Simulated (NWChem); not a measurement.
System: HTeI; SMILES [TeH]I

```xyz
3

Te    -0.0238     1.3416     0.0000
H      1.6583     1.4330     0.0000
I     -0.0426    -1.3981     0.0000
```
Atoms are numbered in this order, from 1.

Program: NWChem. Structure relaxed at the PBE-D3(BJ)/def2-SVP level. def2 effective core potentials on Te, I; no spin-orbit coupling. Level: PBE0/def2-SVPD; rows give the wavelength of the field.

For field 1065 nm:

```yaml
anisotropy (bohr³): 42.4
```

Q: How do the values read with field static instead?

A: 
| Property | Result |
|---|---|
| anisotropy (bohr³) | 41.3 |
